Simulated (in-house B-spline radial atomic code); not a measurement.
Atomic self-consistent-field run: the niobium ion Nb⁺ (an excited or competing configuration). All numbers are computed (scalar-relativistic (X2C) LC-wPBE, spin-polarised, spherical fractional occupations; Fermi nucleus of rms radius 4.324 fm) with a B-spline radial code for spherical atoms, not measured.

In the input, 3d5,1 would mean five up and one down electron.

Command:
```bash
python run_scf.py task.json out
```
Settings (nuclear radius in fm, mass in u):
```
Z                41
configuration    1s2 2s2 2p6 3s2 3p6 3d10 4s2 4p2,3 4d5,0
hamiltonian      x2c
method           lc_wpbe
spin_polarised   True
nucleus          fermi
rms_radius       4.324
atomic_mass      92.90637
speed_of_light   137.035999084
```

Output (hartree, bohr):
```
 radial grid: 82 intervals, B-splines of order 8, outer radius 60 bohr

 iter        energy (Eh)    residual
    1       -3812.897999    4.18e-01
    2       -3815.196259    2.20e-01
    3       -3817.320925    5.30e-02
    4       -3817.418688    1.85e-02
    5       -3817.428962    8.63e-03
    6       -3817.430029    1.30e-03
    7       -3817.430097    1.09e-03
    8       -3817.430122    1.71e-04
    9       -3817.430123    1.77e-05
   10       -3817.430123    1.57e-06
   11       -3817.430123    2.15e-07

 total energy                     -3817.43012
 kinetic                            3951.5788
 electron-nucleus                  -9208.2495
 Hartree                            1558.3669
 exact exchange                       -8.4802
 exchange-correlation               -110.6461

 orbital      occ     eigenvalue          <r>       <r^2>       <1/r>       r_max
 1s up      1.000      -690.7892    0.0356056  0.00172125      43.739     0.02292
 1s down    1.000      -690.7956    0.0356057  0.00172126     43.7388     0.02292
 2s up      1.000       -97.1063     0.157637   0.0293581     9.76841      0.1331
 2s down    1.000       -97.0923     0.157626   0.0293545      9.7695      0.1331
 2p up      3.000       -86.7717     0.137533   0.0231332     9.29822      0.1062
 2p down    3.000       -86.7648     0.137517   0.0231279     9.29929      0.1062
 3s up      1.000       -16.6652     0.442863    0.224897     3.30093      0.3957
 3s down    1.000       -16.6632     0.442938    0.224965     3.30002      0.3957
 3p up      3.000       -13.2822     0.445518    0.231236      3.1003      0.3894
 3p down    3.000       -13.2797     0.445546    0.231229     3.09956      0.3895
 3d up      5.000        -7.7449     0.432755    0.225801     2.85551      0.3348
 3d down    5.000        -7.7371     0.432968    0.225981     2.85396       0.335
 4s up      1.000        -2.6653      1.16429     1.53914      1.1736       1.035
 4s down    1.000        -2.6192      1.15202     1.50599     1.18851       1.028
 4p up      2.000        -1.6688       1.3155     1.99206     1.02017        1.13
 4p down    3.000        -1.6915       1.2825     1.88755     1.04849       1.113
 4d up      5.000        -0.5495      1.92729     4.47835    0.691012       1.466
```

Run time, properties included: 1.5 s on 1 thread of Arm Neoverse V2 (shared host).

Caution: exact exchange at fractional occupations of open shells leaves self-interaction of up to several eV.

One-electron X2C: radii and densities carry no picture-change correction, so inner-shell <1/r> comes out high (for 1s by about 2 % at Z = 33, 5 % at 54, 10 % at 75, 30 % at 118) and <r> low.
